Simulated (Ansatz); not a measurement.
CH₉BO₂Si₂ (`CB(O[SiH3])O[SiH3]`) at its PBE0-D4/def2-TZVP geometry, where that method's forces vanish. Total charge 0; spin multiplicity 1.

```xyz
15

C     1.3160    1.2680   -1.6925
B     0.4990    0.4485   -0.6356
O    -0.7243   -0.0523   -0.9787
Si   -2.0789   -0.7144   -0.3314
O     1.0142    0.2732    0.6167
Si    0.7766   -0.5603    2.0097
H     2.3928    1.1890   -1.5349
H     1.0594    2.3295   -1.5936
H     1.0735    0.9788   -2.7161
H    -2.0057   -2.1941   -0.4127
H    -3.2388   -0.2262   -1.1150
H    -2.2383   -0.3041    1.0898
H     0.0235    0.2763    2.9765
H     2.1084   -0.8956    2.5683
H     0.0226   -1.8162    1.7497
```

Problem. What forces (eV/Å) does r2SCAN-D4/def2-TZVPP give on these atoms in the Gaussian-basis code of Ansatz? (An estimate is asked.)

Solution. Ansatz gave: 
```
C1   0.008 -0.017 -0.008
B2   0.106  0.093 -0.133
O3  -0.117 -0.050 -0.057
Si4 -0.061 -0.030  0.018
O5   0.063  0.003  0.122
Si6 -0.002 -0.029  0.064
H7  -0.021  0.017 -0.006
H8   0.013 -0.014 -0.011
H9   0.005  0.020  0.018
H10 -0.013  0.034  0.004
H11  0.022 -0.016  0.024
H12 -0.007 -0.011 -0.030
H13  0.020 -0.026 -0.014
H14 -0.035  0.004 -0.006
H15  0.019  0.022  0.014
```
